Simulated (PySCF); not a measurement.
Ce: ionisation energy

Ce [Xe] 4f1 5d1 6s2 [4f5/2^1 5d3/2^1, M_J = 4] → Ce⁺ [Xe] 4f1 5d2 [4f5/2^1 5d3/2^2, M_J = 9/2], as a difference of total energies. Computed with PySCF 2.14 in x2c-TZVPPall-2c (11s11p10d4f2g, 140 functions), with the two-component X2C-1e Hamiltonian. Correlated levels: [Ar] 3d10 frozen; the 18 highest virtual spinors dropped. "Screened" scales the spin-orbit matrix elements by Boettger's factors to mimic the two-electron term; Breit and QED terms are absent.

```csv
method,ionisation energy (eV)
GHF (screened spin-orbit),4.782
GMP2 (screened spin-orbit),5.628
```

Problem. How much does correlation contribute at GMP2 (screened spin-orbit)?

Solution. 5.628 − (4.782) = 0.846 eV, measured against GHF (screened spin-orbit).

The labels give the starting determinants; with spin-orbit coupling the two ends relaxed to ⟨J²⟩ = 20.07, ⟨L²⟩ = 30.18, ⟨S²⟩ = 2.57 and ⟨J²⟩ = 25.54, ⟨L²⟩ = 39.36, ⟨S²⟩ = 3.24.

The determinant of Ce⁺ mixes levels of different J (the jj label is only the starting occupation), so the difference between spin-free and spin-orbit rows is not the physical spin-orbit shift.

For comparison: 5.539 eV (measured; NIST Atomic Spectra Database, ionization energies).
